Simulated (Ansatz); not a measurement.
`CN(C)[Si]O` + H–F → `CN(C)[Si]F` + H₂O  (ligand exchange at the Si–O bond)

Computed with Ansatz on PBE0-D4/def2-TZVP structures; ΔE is electronic, products minus reactants. CCSD(T)/CBS is the MP2 limit (def2-TZVPP, def2-QZVPP) plus CCSD(T) − MP2 in def2-TZVPP, frozen cores. This one scheme is used for every species. One conformer a species, not always the lowest.

`CN(C)[Si]O`:

Z-matrix (Å, degrees):
```
C
N 1 1.440
H 1 1.097 2 111.2
H 1 1.092 2 111.8 3 -119.9
H 1 1.097 2 111.3 3 119.9
C 2 1.447 1 112.5 3 -59.2
Si 2 1.727 1 130.3 3 120.8
H 6 1.094 2 109.9 1 180.0
H 6 1.097 2 111.4 1 -60.3
H 6 1.097 2 111.4 1 60.2
O 7 1.655 2 104.7 1 0.4
H 11 0.960 7 122.8 2 0.7
```

H–F:

Z-matrix (Å, degrees):
```
F
H 1 0.920
```

`CN(C)[Si]F`:

```xyz
11

C     1.180    0.283    0.697
N     0.132   -0.322   -0.095
C    -1.040    0.509   -0.243
Si    0.396   -1.885   -0.735
F    -1.012   -2.114   -1.514
H     2.036   -0.395    0.770
H     0.833    0.503    1.713
H     1.526    1.221    0.247
H    -1.476    0.744    0.736
H    -1.789   -0.001   -0.845
H    -0.785    1.458   -0.729
```

H₂O:

Cartesian coordinates in Å:
```
O -0.365 0.121 -0.059
H 0.232 -0.269 -0.701
H 0.133 0.148 0.760
```

```json
{"level": "HF/def2-QZVPP", "ΔE (eV)": "-0.62"}
{"level": "SCS-MP2/def2-QZVPP", "ΔE (eV)": "-0.54"}
```

**Question.** What does CCSD(T)/CBS give? (Estimate.)

**Answer.** Computed: -0.53 eV. The listed levels differ from it by -0.09, -0.01 eV.

**Question.** What do rigid-rotor, harmonic-oscillator terms from PBE0-D4/def2-TZVP frequencies (298.15 K, 1 bar) make of the CCSD(T)/CBS value? (Best estimate.)

**Answer.** Computed: ΔZPE = +0.03 eV, ΔH = -0.50 eV, ΔS = 1 J/(mol·K), ΔG = -0.50 eV.

Largest T1 diagnostic among the species: 0.013.

In def2-TZVPP, CCSD(T) changes the Hartree–Fock value by +0.10 eV (the triples alone add +0.02 eV) and MP2 by +0.12 eV. Leaving LDA and LC-ωPBE aside and taking each functional with its dispersion term where it has one, the values, not all of them listed here, spread over 0.08 eV, from B97M-V to revPBE-D4. LDA lies +0.06 eV from PBE without D4.
